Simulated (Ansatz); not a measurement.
A nudged elastic band was laid between two geometries of CH₇OPSi₂ (12 atoms, charge 0, multiplicity 1).

Method: RKS PBE/STO-3G in Ansatz.

```json
{
  "movable images": "5",
  "climbing image": "yes",
  "spring": "5.0 eV/Å²",
  "optimiser": "quadratic models (default)",
  "start path": "through a guess of the saddle point",
  "force threshold": "0.03 eV/Å",
  "iteration limit": "60",
  "end points": "relaxed"
}
```

First end point:

```xyz
12
Properties=species:S:1:pos:R:3
C -0.943 1.247 0.553
Si 0.757 0.590 1.046
P 1.817 -0.579 -0.585
O 0.678 -0.296 -1.999
Si 0.190 -1.826 -1.255
H -1.688 0.438 0.480
H -1.311 1.976 1.295
H -0.905 1.754 -0.427
H 0.615 -0.234 2.244
H 1.595 1.723 1.423
H -1.152 -1.827 -0.679
H 0.425 -3.021 -2.060
```

Last end point:

```xyz
12
Properties=species:S:1:pos:R:3
C -0.966 1.216 0.591
Si 0.715 0.529 1.105
P 1.838 -0.535 -0.556
O 0.744 -0.177 -1.989
Si 0.245 -1.753 -1.353
H -1.378 1.872 1.377
H -0.888 1.810 -0.336
H -1.699 0.411 0.410
H 0.530 -0.370 2.242
H 1.534 1.636 1.586
H -1.116 -1.797 -0.823
H 0.517 -2.896 -2.219
```

Q: Which bonds break or form, and what moves?

A: No bond is made or broken. The dihedral H8–C1–Si2–P3 goes from -48 to 70°. The two ends are copies of one structure, up to a mirror image or an exchange of like atoms.

Q: What energy profile does the band end with?

A: The run converged. The highest image is number 4 of 0 to 6, 0.3 kcal/mol above the ends, which have the same energy within 2 meV. A structure lower than the first end lies on the path between it and the top, so the climb from that side starts below the end, which may itself be a saddle point or a shallow side well. A vibrational analysis at the climbing image gives one clearly imaginary mode, 89i cm⁻¹: a first-order saddle point. Limits of this set-up: minimal basis.

```json
{"image": "0", "path coordinate (Å)": "0.00", "energy (kcal/mol)": "0.0", "dihedral H8–C1–Si2–P3 (°)": "-48"}
{"image": "1", "path coordinate (Å)": "0.72", "energy (kcal/mol)": "0.0", "dihedral H8–C1–Si2–P3 (°)": "-24"}
{"image": "2", "path coordinate (Å)": "1.44", "energy (kcal/mol)": "-0.2", "dihedral H8–C1–Si2–P3 (°)": "-3"}
{"image": "3", "path coordinate (Å)": "2.16", "energy (kcal/mol)": "0.0", "dihedral H8–C1–Si2–P3 (°)": "16"}
{"image": "4", "path coordinate (Å)": "2.88", "energy (kcal/mol)": "0.3", "dihedral H8–C1–Si2–P3 (°)": "36"}
{"image": "5", "path coordinate (Å)": "3.63", "energy (kcal/mol)": "0.1", "dihedral H8–C1–Si2–P3 (°)": "56"}
{"image": "6", "path coordinate (Å)": "4.37", "energy (kcal/mol)": "0.0", "dihedral H8–C1–Si2–P3 (°)": "70"}
```

Q: What is the geometry of the highest image?

A: 
```xyz
12
Properties=species:S:1:pos:R:3
C -0.937 1.348 0.563
Si 0.661 0.495 1.094
P 1.771 -0.347 -0.701
O 0.450 -0.195 -1.971
Si 0.329 -1.833 -1.309
H -1.666 1.396 1.389
H -0.741 2.379 0.225
H -1.409 0.811 -0.278
H 0.348 -0.546 2.070
H 1.514 1.460 1.777
H -0.917 -2.108 -0.598
H 0.674 -2.914 -2.227
```

Run time: 4.8 min on 1 thread of Intel(R) Xeon(R) Processor @ 2.70GHz, on a shared host, peak memory 0.11 GiB.
